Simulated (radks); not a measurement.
Values are calculated unless marked as measured or tabulated.
Species: Pm IV. Configuration: [Kr] 4d10 4f4 5s1 5p6 5f1 (not the ground configuration). Level of theory: Dirac Kohn-Sham, PBEsol, spin-unpolarised, spherical densities, point nucleus; open shells are shared between the two j in proportion to 2j + 1 (a radial shooting solver on a logarithmic mesh with Libxc functionals).

Normalised radial functions P(r) = r R(r) (large component), r in bohr:

r           5p1/2
0.001527   0.0042
0.002087   0.0063
0.002828   0.0094
0.003864   0.0143
0.005236   0.0219
0.007154   0.0340
0.009773   0.0525
0.01324    0.0790
0.01809    0.1165
0.02452    0.1615
0.0335     0.2076
0.0454     0.2315
0.06203    0.1994
0.08474    0.0755
0.1148    -0.1247
0.1569    -0.3087
0.2126    -0.2928
0.2905     0.0174
0.3937     0.4058
0.5379     0.4573
0.7348    -0.0299
0.9959    -0.6652
1.361     -0.9532
1.844     -0.7446
2.519     -0.3420
3.414     -0.0912
4.664     -0.0117
6.372     -0.0006
8.635     0.0000
11.8      0.0000

5p1/2: eigenvalue -58.533 eV, 3 radial nodes at r = 0.0959, 0.287, 0.725 bohr, <r> = 1.52 bohr, 90 % of the charge inside 2.19 bohr.
